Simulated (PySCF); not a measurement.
**BaH: from constants to spectrum**

PBE0 constants of BaH, ²Σ⁺ (doublet), unpaired electrons σ ↑ (basis Ba x2c-TZVPall, H x2c-TZVPall; spin-free X2C with a Gaussian nucleus; PySCF 2.14; masses 137.9052 and 1.0078 u):

| Property | Result |
| --- | --- |
| ωe | 1185.2 cm⁻¹ |
| ωexe | 15.4 cm⁻¹ |
| Be | 3.4444 cm⁻¹ |
| αe | 0.0691 cm⁻¹ |
| D (centrifugal) | 0.000116 cm⁻¹ |
| De to Ba + H | 2.18 eV |

Q: Give the vibrational terms G(v) and spacings up to v = 6.

A: G(v) = ωe(v+½) − ωexe(v+½)².

```tsv
v	G(v) (cm⁻¹)	G(v) − G(v−1)	Bv (cm⁻¹)
0	589		3.410
1	1743	1154	3.341
2	2867	1124	3.272
3	3960	1093	3.203
4	5022	1062	3.133
5	6053	1031	3.064
6	7053	1000	2.995
```

Q: How well does the Morse estimate ωe²/(4ωexe) reproduce De, and what is D0?

A: It gives 2.83 eV, 130 % of the computed De. D0 = De − G(0) = 2.18 − 0.07 = 2.11 eV.

Spin–orbit coupling is left out. The state is the lowest determinant that a PBE0 search found; another state may lie lower at other levels.
